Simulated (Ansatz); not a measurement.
The cluster Na6Zr. The state is a singlet with charge 0. Geometry PBE-D4/def2-SVP, basis def2-TZVP, Ansatz.

```xyz
7

Zr   -0.011   -0.002    0.005
Na   -0.900    0.109   -3.258
Na    0.904    2.922    1.444
Na    0.919   -0.106    3.259
Na    1.564   -2.800    1.073
Na   -0.904   -2.926   -1.450
Na   -1.573    2.803   -1.073
```

| run | HOMO (eV) | LUMO (eV) |
| --- | --- | --- |
| A | -2.68 | -2.45 |
| B | -3.18 | -1.52 |
| C | -2.61 | -2.05 |
| D | -4.72 | -0.37 |

In the def2 sets Zr takes a core potential; there is no spin–orbit coupling. No other spin state of charge 0 was run. Another isomer (quintet) lies 1.31 eV lower at PBE0-D4/def2-TZVP; other spin states weren't run for this one.

Q: The runs used PBE, PBE0, r2SCAN, ωB97M-V. Estimate which is which.

A: A PBE (0 % exact exchange); B PBE0 (25 % exact exchange); C r2SCAN (0 % exact exchange); D ωB97M-V (range-separated). Exact exchange lowers occupied and raises empty levels; among semilocal functionals meta-GGAs tend to open the gap a little, and such runs are hard to tell apart. The gap grows from 0.23 eV (PBE) to 4.35 eV (ωB97M-V). The restricted singlet is unstable towards broken spin symmetry in Hartree–Fock (as tested in another run); at PBE-D4/def2-TZVP, PBE0-D4/def2-TZVP, r2SCAN-D4/def2-TZVP, ωB97M-V/def2-TZVP this wasn't settled.
